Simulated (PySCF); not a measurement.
Compound: C2H10OSi2.
SMILES with atom numbers: `[OH:1][CH2:2][CH:3]([SiH3:4])[SiH3:5]` (hydrogens: H6 on O1; H7, H8 on C2; H9 on C3; H10, H11, H12 on Si4; H13, H14, H15 on Si5)

The same species was optimised twice, with GFN2-xTB and with PBE0-D3(BJ)/def2-SVP (PySCF), and the same property calculations (PySCF, gas phase) were run on both structures.

| coordinate | GFN2-xTB | PBE0-D3(BJ)/def2-SVP | change |
| --- | --- | --- | --- |
| Si4–H12 (Å) | 1.459 | 1.493 | +0.034 |
| Si5–H13 (Å) | 1.463 | 1.496 | +0.033 |
| Si4–H11 (Å) | 1.466 | 1.498 | +0.032 |
| Si5–H14 (Å) | 1.463 | 1.493 | +0.030 |
| Si5–H15 (Å) | 1.468 | 1.498 | +0.030 |
| Si4–H10 (Å) | 1.465 | 1.494 | +0.029 |
| C3–Si4 (Å) | 1.912 | 1.899 | -0.013 |
| C3–H9 (Å) | 1.097 | 1.108 | +0.011 |
| C2–H7 (Å) | 1.093 | 1.103 | +0.010 |
| C3–Si5 (Å) | 1.900 | 1.890 | -0.010 |
| C2–C3 (Å) | 1.523 | 1.531 | +0.008 |
| C2–H8 (Å) | 1.100 | 1.108 | +0.008 |
| O1–C2 (Å) | 1.411 | 1.406 | -0.005 |
| O1–H6 (Å) | 0.963 | 0.964 | +0.001 |
| Si4–C3–Si5 (°) | 115.2 | 111.5 | -3.7 |
| C2–C3–Si4 (°) | 107.5 | 110.2 | +2.7 |
| C2–C3–H9 (°) | 107.8 | 109.8 | +2.0 |
| Si5–C3–H9 (°) | 107.4 | 105.7 | -1.7 |
| H11–Si4–H12 (°) | 110.2 | 108.4 | -1.8 |
| H7–C2–H8 (°) | 107.9 | 106.5 | -1.4 |
| C2–C3–Si5 (°) | 111.2 | 112.6 | +1.4 |
| C3–Si5–H15 (°) | 109.0 | 110.3 | +1.3 |
| O1–C2–C3–Si4 (°) | 41 | 43 | +2 |

Rotational constants: A = 3640, B = 2117, C = 1439 MHz (GFN2-xTB) against A = 3531, B = 2145, C = 1435 MHz (PBE0-D3(BJ)/def2-SVP). Point groups within 0.08 Å: C1 and C1.

On the GFN2-xTB structure: HOMO (eV) -8.05 [PBE0/pcSseg-1]; LUMO (eV) 0.42 [PBE0/pcSseg-1]; dipole (D) 1.69 [PBE0/pcSseg-1]; GIAO shielding of O1 (ppm) 263.4 [PBE0/pcSseg-1]; GIAO shielding of C2 (ppm) 119.6 [PBE0/pcSseg-1]; GIAO shielding of C3 (ppm) 175.7 [PBE0/pcSseg-1]; GIAO shielding of Si4/Si5 (mean) (ppm) 422.6 [PBE0/pcSseg-1].

Question: What do these properties become on the PBE0-D3(BJ)/def2-SVP structure?

Answer: 
| property | level | on GFN2-xTB | on PBE0-D3(BJ)/def2-SVP | change |
| --- | --- | --- | --- | --- |
| HOMO (eV) | PBE0/pcSseg-1 | -8.05 | -8.11 | -0.06 |
| LUMO (eV) | PBE0/pcSseg-1 | 0.42 | 0.40 | -0.02 |
| dipole (D) | PBE0/pcSseg-1 | 1.69 | 1.85 | +0.16 |
| energy, GFN2-xTB geometry as zero (kcal/mol) | PBE0/pcSseg-1 | 0.0 | -1.6 | -1.6 |
| GIAO shielding of O1 (ppm) | PBE0/pcSseg-1 | 263.4 | 270.5 | +7.1 |
| GIAO shielding of C2 (ppm) | PBE0/pcSseg-1 | 119.6 | 119.4 | -0.2 |
| GIAO shielding of C3 (ppm) | PBE0/pcSseg-1 | 175.7 | 177.1 | +1.4 |
| GIAO shielding of Si4/Si5 (mean) (ppm) | PBE0/pcSseg-1 | 422.6 | 418.7 | -3.9 |

The heavy atoms differ by 0.047 Å rms after alignment. Among all bonds Si4–H12 and Si5–H13 change most and about equally (+0.033 to +0.034 Å). Changes are differences of the printed values. Neither structure is proved a minimum here.

Shape of the structure used: `[OH:1][CH2:2][CH:3]([SiH3:4])[SiH3:5]`: O1–C2–C3–Si4 43°, H–O1–C2–C3 63°.
